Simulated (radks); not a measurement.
All-electron atom: Au XI in [Xe] 4f14 5d1.

Method: non-relativistic Kohn-Sham, LB94 model potential, spin-polarised, spherical densities, point nucleus; open shells are filled with parallel spins first (spin-orbit coupling, left out, can overturn this in heavy ions); relativity is left out, which matters for an element this heavy; computed with a radial shooting solver on a logarithmic mesh with Libxc functionals.

Energy parts (hartree):
part                   energy
kinetic            17873.6025
electron-nucleus  -42094.0341
Hartree             6714.6751
(The LB94 potential has no energy functional, so no total or exchange-correlation energy is given.)

Orbitals (lengths in bohr, moments of r in powers of bohr):
\begin{tabular}{lrrr}
orbital & occ. & eigenvalue (hartree) & <1/r> \\ \hline
1s up & 1 & -2699.542 & 78.49 \\
1s down & 1 & -2699.542 & 78.49 \\
2s up & 1 & -456.7926 & 18.48 \\
2s down & 1 & -456.7903 & 18.48 \\
2p up & 3 & -439.6953 & 18.53 \\
2p down & 3 & -439.6941 & 18.53 \\
3s up & 1 & -112.3945 & 7.158 \\
3s down & 1 & -112.3936 & 7.158 \\
3p up & 3 & -104.2603 & 7.120 \\
3p down & 3 & -104.2588 & 7.119 \\
3d up & 5 & -89.04120 & 7.056 \\
3d down & 5 & -89.03797 & 7.056 \\
4s up & 1 & -29.04086 & 3.117 \\
4s down & 1 & -29.03740 & 3.117 \\
4p up & 3 & -25.52809 & 3.034 \\
4p down & 3 & -25.52498 & 3.033 \\
4d up & 5 & -19.06198 & 2.860 \\
4d down & 5 & -19.05976 & 2.859 \\
4f up & 7 & -10.38224 & 2.537 \\
4f down & 7 & -10.38194 & 2.536 \\
5s up & 1 & -9.53319 & 1.374 \\
5s down & 1 & -9.53530 & 1.376 \\
5p up & 3 & -8.32361 & 1.288 \\
5p down & 3 & -8.32363 & 1.290 \\
5d up & 1 & -6.28611 & 1.106 \\
5d down & 0 & -6.28226 & 1.108 \\
\end{tabular}

The highest occupied level is 5d up at -171.05 eV. Spin moment in Bohr magnetons: 1. The density falls to 0.001 e/bohr^3 at r = 2.35 bohr. The electron density at the nucleus is 3.54e+05 e/bohr^3. The spin density at the nucleus is -0.4167 e/bohr^3 (1s 0.0222, 2s -0.2200, 3s 0.1424, 4s 0.4735, 5s -0.8349). For comparison, the ionisation energy in NIST's Atomic Spectra Database is 168 eV (semi-empirical). In exact Kohn-Sham theory the highest level is minus the ionisation energy, but local and semilocal functionals leave it too shallow, through self-interaction and a potential that decays too fast; potentials with the right tail come closer.
